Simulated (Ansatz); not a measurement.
Worked example: CHF3S + SiH3(SnH3) → SiH3(CF3) + SnH3(SH)

Species: CHF3S (trifluoromethanethiol) `FC(F)(F)S`, singlet; SiH3(SnH3), singlet; SiH3(CF3), singlet; SnH3(SH), singlet. The partners trade SH for SiH3: C–SH and Sn–SiH3 bonds give way to C–SiH3 and Sn–SH.

Shapes, held fixed at every level: PBE0-D4/def2-TZVP. Programs: Ansatz 0.2.0. The zero-point and thermal change to 298 K, harmonic and unscaled (PBE0-D4/def2-TZVP), is +0.3 kJ/mol.

At CCSD(T)/def2-TZVPP; 1 Eh = 2625.50 kJ/mol:

| species | energy (Eh) |
| --- | --- |
| CHF3S | -735.591771 |
| SiH3(SnH3) | -506.285385 |
| SiH3(CF3) | -628.106956 |
| SnH3(SH) | -613.792439 |

**Question.** Work out ΔH(298 K) of the reaction at this level.

**Answer.** 
1. Products less reactants: (-628.106956) + (-613.792439) − [(-735.591771) + (-506.285385)] = -0.022239 Eh = -58.4 kJ/mol.
2. With the thermal change: -58.4 + (+0.3) = -58.1 kJ/mol.

Other levels give -72.4 (HF/def2-TZVPP) to -39.5 kJ/mol (SPW92/def2-TZVPP). No measured value is set beside it here. For atoms past krypton def2 sets carry core potentials with scalar relativity. Outer-core shells of Sn are correlated in most correlated rows, in sets that cover them unevenly.
